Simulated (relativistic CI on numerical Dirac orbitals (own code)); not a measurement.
# Cr+ (3d5) in a crystal field

Calculated by Dirac-Coulomb-Breit CI, orbitals from a KLI potential per configuration, model QED (radiative potential, 1s self-energy scaled to tabulated hydrogen-like ionisation energies), valence Slater integrals scaled by 0.65, one configuration in a parametric crystal field (own radial code).

Field parameters in Wybourne normalisation: Oh B⁴₀ = 21Dq, B⁴₄ = √(5/14) B⁴₀. The field is a parameter set, without covalency.

S is read from ⟨S²⟩ = S(S + 1).

Levels (cm⁻¹, degeneracy): 0 (2), 0 (4), 9822 (2), 9859 (4), 9911 (4), 9941 (2), 11272 (2), 11540 (4), 13338 (2), 13354 (4), 13364 (2), 13365 (4).

(1) Which field gives this pattern?
A. Oh, 10Dq = 10000 cm⁻¹
B. Oh, 10Dq = 15700 cm⁻¹
C. Oh, 10Dq = 13800 cm⁻¹
D. Oh, 10Dq = 8100 cm⁻¹

Answers

(1) D. Oh, 10Dq = 8100 cm⁻¹, ground level with S = 2.50.
